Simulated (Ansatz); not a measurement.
`N=C[SiH3]` + `[OH][Cd][Cl]` → `[SiH3][O][Cd][Cl]` + `C=N` at 600 K and 1 bar (ligand exchange at the Si–C bond).

Gas-phase electronic energies from Ansatz, PBE0-D4/def2-TZVP geometries. CCSD(T)/CBS is the MP2 limit (def2-TZVPP, def2-QZVPP) plus CCSD(T) − MP2 in def2-TZVPP, frozen cores. This one scheme is used for every species. Elements past krypton have def2 core potentials. For Cd outer-core shells are correlated without core-valence functions, which leaves a few kJ/mol of doubt a bond. Each species was taken in one conformer, which may not be the lowest.

```json
{"species": "`N=C[SiH3]`", "CCSD(T)/CBS energy (Eh)": "-384.79808", "H − E (kJ/mol)": "188.8", "S (J/(mol·K))": "351.8"}
{"species": "`[OH][Cd][Cl]`", "CCSD(T)/CBS energy (Eh)": "-703.31715", "H − E (kJ/mol)": "70.9", "S (J/(mol·K))": "345.8"}
{"species": "`[SiH3][O][Cd][Cl]`", "CCSD(T)/CBS energy (Eh)": "-993.63708", "H − E (kJ/mol)": "131.3", "S (J/(mol·K))": "440.6"}
{"species": "`C=N`", "CCSD(T)/CBS energy (Eh)": "-94.52360", "H − E (kJ/mol)": "129.6", "S (J/(mol·K))": "259.4"}
```

H − E and S are ideal-gas, rigid-rotor, harmonic terms from PBE0-D4/def2-TZVP, for one conformer and one mirror image of each species. 1 Eh = 2625.50 kJ/mol, R = 8.31446 J/(mol·K).

Problem. By hand: ΔE, ΔH, ΔS and ΔG.

Solution. ΔE = (-993.63708) + (-94.52360) − (-384.79808) − (-703.31715) = -0.04545 Eh = -119.3 kJ/mol. Δ(H − E) = 131.3 + 129.6 − 188.8 − 70.9 = 1.2, so ΔH = -118.1 kJ/mol. ΔS = 440.6 + 259.4 − 351.8 − 345.8 = 2.4 J/(mol·K). ΔG = -118.1 − 600 × (2.4)/1000 = -119.5 kJ/mol.

Problem. By hand: the equilibrium constant, and the temperature at which ΔG would vanish if ΔH and ΔS stayed fixed.

Solution. log₁₀ K = −ΔG/(RT ln 10) = 10.4. ΔH and −TΔS have one sign here, so there is no such temperature. One of them is within its doubt of zero, so this could turn.

The number of gas molecules stays the same, so ΔS is small and ΔH decides. A doubt of 5 kJ/mol in ΔE shifts log₁₀ K by 0.4 here. Other conformers and mirror images would add mixing entropy, several J/(mol·K) or more a flexible species. Modes under 60 cm⁻¹, often nearly free rotors, make the harmonic entropy too high. These are equilibria of isolated gas molecules and say nothing of rates. Largest T1 diagnostic: 0.015 (customary marks: 0.02 for closed shells, 0.045 for open ones).
